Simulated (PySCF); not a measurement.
# Calculated NMR parameters of C=C/C=C\CC(F)F

```yaml
Formula: C6H8F2
SMILES: C=C/C=C\CC(F)F
InChI: InChI=1S/C6H8F2/c1-2-3-4-5-6(7)8/h2-4,6H,1,5H2/b4-3-
Point_group_of_the_computed_structure: C1
Degrees_of_unsaturation: 2
Carbon_signals: 6
Proton_signals: 7
```

Bonds (- single, = double, # triple, : aromatic): C1=C2, C2-C3, C3=C4, C4-C5, C5-C6, C6-F7, C6-F8. C1 carries H9, H10; C2 carries H11; C3 carries H12; C4 carries H13; C5 carries H14, H15; C6 carries H16. Stereochemistry as in C=C/C=C\CC(F)F. H10 is cis to C3; H9 is trans to C3.

[PySCF: geometry: GFN2-xTB; PBE0/pcSseg-1 with gauge-including orbitals; non-relativistic; single conformer; equivalent nuclei averaged; in vacuum]

References, each an isolated molecule treated in the same way: $^{1}$H and $^{13}$C against TMS; CFCl3 for $^{19}$F.

| carbon | δC, type | δH (multiplicity) | HMBC from (2–3 bonds) | span of the C tensor (ppm) |
| --- | --- | --- | --- | --- |
| C1 | 127.8, CH2 | H9 5.62 (m); H10 5.66 (m) | H11, H12 | 211 |
| C2 | 138.4, CH | 6.93 (m) | H12, H13, H10, H9 | 240 |
| C3 | 141.4, CH | 6.47 (m) | H11, H13, H10, H9, H14/H15 | 203 |
| C4 | 131.5, CH | 5.79 (m) | H11, H12, H16, H14/H15 | 208 |
| C5 | 38.7, CH2 | 2.84 (m) | H12, H16, H13 | 44 |
| C6 | 123.7, CH | 5.92 (m) | H13, H14/H15 | 32 |

Other nuclei:
```tsv
atoms	nucleus	environment	δ (ppm)	σ (ppm)
F7/F8	$^{19}$F	fluorine of a CF2 group	-132.3	303.3
```

1. Carbon types of the structure: 4 × CH, 2 × CH2, which accounts for all hydrogens.
2. δC 141.4, 138.4, 131.5: alkene CH; the olefinic region.
3. δC 127.8: terminal =CH2 carbon; the olefinic region.
4. δC 123.7: sp3 CH bonded to 2 F; 2 electronegative neighbours deshield it.
5. δC 38.7: allylic sp3 CH2; a saturated carbon with 2 carbon neighbours and no heteroatom attached.
6. δH 5.66, 5.62: hydrogen on a terminal =CH2 carbon; olefinic region.

Splittings by $^{19}$F in the carbon and heteronuclear signals aren't shown, as no couplings were computed. Shifts are as computed. Against solution values, carbons near 30 ppm lie about +3 ppm off and those near 130 ppm about +5 ppm. Of 1211 compounds with measured shifts, 218 miss one by over three times the rms of a fit or turn the order of signals round; such compounds aren't used in these exercises. Unscaled 19F shifts against computed CFCl3 carry errors that often reach 10 to 50 ppm. No couplings were computed; multiplicities are counted from neighbouring protons, with m where these are inequivalent, close in shift, in a saturated or five-membered ring or joined by F or P, and br s for small geminal =CH2 splittings.
